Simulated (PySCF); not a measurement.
Compound: C6H8Ge.
Numbering: `[CH:1]#[C:2][C@H:3]1[CH:4]=[CH:5][CH2:6][GeH2:7]1` (hydrogens: H8 on C1; H9 on C3; H10 on C4; H11 on C5; H12, H13 on C6; H14, H15 on Ge7)

Computed, not measured: PySCF, TDDFT CAM-B3LYP/def2-SVPD, vertical, gas phase, core orbitals frozen in the response. Isolated species at its PBE0-D3(BJ)/def2-SVP geometry, gas phase. Relativistic effects, spin–orbit coupling among them, are left out although an element past zinc is present.

Kohn–Sham orbitals with the atoms that hold most of them (Löwdin shares over 4%, at most four atoms; ? is withheld):

| orbital | ε (eV) | atoms |
| --- | --- | --- |
| HOMO-3 | -10.10 | C6 33%, Ge7 24%, C5 11%, H14 8% |
| HOMO-2 | -9.06 | C1 38%, C2 36%, C3 9%, C4 4% |
| HOMO-1 | -8.82 | ? |
| HOMO | -8.36 | ? |
| LUMO | ? | Ge7 35%, H14 8%, C5 8%, C6 7% |
| LUMO+1 | 1.15 | Ge7 20%, C5 13%, C4 12%, C3 8% |
| LUMO+2 | 1.44 | C4 18%, Ge7 18%, C5 17%, C3 7% |

**Question.** Which atoms hold the HOMO, and with what shares?

**Answer.** C1 (bonded to C and H) 27%; C2 (bonded to 2 C) 23%; C3 (bonded to 2 C, Ge and H) 13%; Ge7 (bonded to 2 C and 2 H) 8%. By element: carbon 62% or more, germanium 8%.

**Question.** Give the leading atoms of the HOMO-1.

**Answer.** C4 (bonded to 2 C and H) 28%; C5 (bonded to 2 C and H) 26%; C2 (bonded to 2 C) 9%; C1 (bonded to C and H) 8%.

**Question.** What is the LUMO energy, and the HOMO–LUMO gap?

**Answer.** ε(LUMO) = 1.03 eV; the gap is 9.39 eV (0.3449 hartree).

**Question.** The HOMO–LUMO gap is 9.39 eV. Where does the response calculation put the lowest singlet, and from which orbitals?

**Answer.** S1 is at 6.09 eV (f = 0.0098), 3.29 eV below the gap, made of HOMO→LUMO+1 (21%), HOMO→LUMO (19%), HOMO→LUMO+4 (15%). Its leading pair isn't HOMO and LUMO; the energies of that pair differ by 9.51 eV. 

Next come S2 at 6.46 eV (f 0.017), HOMO→LUMO+4 (13%), HOMO→LUMO (10%), HOMO-2→LUMO+1 (8%); S3 at 6.59 eV (f 0.024), HOMO-2→LUMO+1 (18%), HOMO→LUMO+1 (16%), HOMO-2→LUMO+4 (14%); S4 at 6.79 eV (f 0.0090), HOMO→LUMO (38%), HOMO→LUMO+2 (26%), HOMO-1→LUMO (10%); S5 at 6.83 eV (f 0.021), HOMO→LUMO+1 (20%), HOMO→LUMO+3 (19%), HOMO→LUMO+2 (18%).

Löwdin shares depend on the basis, the more so with diffuse functions.
